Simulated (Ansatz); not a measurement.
Basis-set extrapolation for C6H9FO6Si, SMILES `CC(=O)O[Si](F)(OC(C)=O)OC(C)=O` (PBE0-D4/def2-TZVP geometry, frozen core, Ansatz). Multiplicity 1, RHF reference.

```
                       def2-TZVPP    def2-QZVPP
                 HF  -1070.649723  -1070.695624
    MP2 correlation     -2.697026     -2.905487
CCSD(T) correlation     -2.848947       not run
```

Energies in hartree. Use E(X) = E(∞) + A·exp(−7.88·√X) for Hartree–Fock and E(X) = E(∞) + B·X^(−2.97) for correlation, with X = 3 and 4, and add CCSD(T) minus MP2 of the smaller set to the MP2 limit.

Problem. What is the CCSD(T) energy at the basis-set limit?

Solution. HF limit: -1070.695624 + (-0.045901) × 0.13774 = -1070.70195. MP2 limit: -2.905487 + (-0.208461) × 0.74074 = -3.05990. Higher-order term: -2.848947 − (-2.697026) = -0.15192. Total: -1073.91377 hartree, 1089.8 kJ/mol below CCSD(T)/def2-TZVPP.
